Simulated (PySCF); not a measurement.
Tl₃O⁺: fields on a plane

These are results of PBE in PySCF with O def2-SVP, Tl def2-SVP with ECP60; scalar-relativistic core potentials, no spin–orbit coupling; density-fitted integrals, not measurements.

The singlet minimum has O–Tl 2.300 Å (×3); Tl–O–Tl 120.0° (×3).

The plane holds O1 at (0.00, 0.00), Tl2 at (2.30, 0.00), Tl3 at (-1.15, 1.99), Tl4 at (-1.15, -1.99) Å. Columns run from x = -3.15 to 4.65 Å, rows from y = 4.35 (top) to -4.05 Å, in steps of 0.3 Å. Other isomers or separated fragments may lie lower. Core electrons replaced by a potential are absent, the electrostatic potential uses the reduced nuclear charge, and values within about 0.7 Å of such atoms have no physical meaning.

Give the electrostatic potential (V) (cut at 20 V). Every second row and column.


```
 2.9  3.1  3.4  3.6  3.7  3.7  3.6  3.4  3.2  3.0  2.8  2.7  2.5  2.3
 3.2  3.6  4.2  4.9  5.1  4.7  4.3  3.9  3.6  3.4  3.1  2.9  2.7  2.5
 3.7  4.7  7.4 12.1 11.5  7.4  5.3  4.5  4.1  3.8  3.5  3.2  3.0  2.7
 4.3  6.8 20.0 20.0 20.0 14.8  6.7  5.1  4.6  4.4  4.1  3.6  3.2  2.9
 4.8  8.6 20.0 20.0 20.0 20.0  7.2  5.4  5.5  5.5  5.0  4.2  3.6  3.1
 4.9  7.6 20.0 20.0 20.0 12.4  5.4  5.6  8.2 10.0  8.1  5.4  4.0  3.3
 4.7  5.9  8.3 11.0  9.5 10.3  6.2  7.2 20.0 20.0 20.0  8.3  4.4  3.4
 4.5  5.2  5.5  4.9  9.1 20.0 20.0 10.5 20.0 20.0 20.0 12.4  4.8  3.5
 4.6  5.4  6.4  6.5  7.5 20.0 16.5  8.9 20.0 20.0 20.0 10.6  4.7  3.5
 4.8  6.7 12.3 20.0 19.1  8.3  4.6  6.0 12.2 18.6 13.0  6.5  4.2  3.4
 4.9  8.4 20.0 20.0 20.0 17.9  6.5  5.5  6.4  6.9  6.0  4.7  3.8  3.2
 4.6  8.0 20.0 20.0 20.0 19.6  7.2  5.3  5.0  4.8  4.4  3.9  3.4  3.0
 4.0  5.6 12.1 20.0 20.0 10.4  6.0  4.8  4.3  4.1  3.8  3.4  3.1  2.8
 3.5  4.0  5.2  6.8  7.0  5.7  4.8  4.2  3.8  3.6  3.3  3.1  2.8  2.6
 3.0  3.3  3.7  4.0  4.2  4.1  3.9  3.6  3.4  3.2  3.0  2.8  2.6  2.4
```

Give the electron density (e/Å³) (cut at 5 e/Å³). Lower edges of the bins (e/Å³): '0' 0.000, '1' 0.030, '2' 0.076, '3' 0.151, '4' 0.268, '5' 0.455, '6' 0.750, '7' 1.218, '8' 1.960, '9' 3.136; top 5.00.


```
000000000000000000000000000
000000000000000000000000000
000001111000000000000000000
000112222110000000000000000
001234444321000000000000000
001346776431000000000000000
012468999742100000000000000
012479999853100000000000000
012589719953100000000000000
012479999853110011111000000
001358998643211122322110000
001235665443322234554321000
000123344566533457886431000
000011235799754589999642100
000001236999964699499742100
000001236999964699499742100
000011235799754589999642100
000123344566533457886431000
001235665443322234554321000
001358998643211122322110000
012479999853110011111000000
012589719953100000000000000
012479999853100000000000000
012468999742100000000000000
001346776431000000000000000
001234444321000000000000000
000112222110000000000000000
000001111000000000000000000
000000000000000000000000000
```

Spin–orbit coupling, left out here, can matter for elements this heavy.
